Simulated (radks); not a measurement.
Question: Species: Yb. Configuration: [Xe] 4f13.5 6s2 6p0.5 (fractional occupations, a model configuration). All-electron calculation, Dirac Kohn-Sham, BLYP, spin-unpolarised, spherical densities, point nucleus; open shells fill j = l - 1/2 first. Program: a radial shooting solver on a logarithmic mesh with Libxc functionals.

Spin-orbit splittings of the eigenvalues, e(l+1/2) - e(l-1/2), with zeta = 2 splitting/(2l+1) and mean radii in bohr:

shell  occ.  splitting (eV)  zeta (eV)  <r> j=l-1/2  <r> j=l+1/2
2p        6               ?          ?      0.06872      0.07622
3p        6           222.3      148.2       0.2061       0.2201
3d       10           48.56      19.43       0.1935       0.1978
4p        6           50.42      33.61       0.4954       0.5277
4d       10           9.186      3.674       0.5528       0.5643
4f     13.5           1.354     0.3869       0.7525       0.7713
5p        6           6.300      4.200        1.353        1.468
6p      0.5          0.3213     0.2142        5.111        5.609

Estimate the 2p splitting.

Answer: 1047 eV (zeta = 698.3 eV).
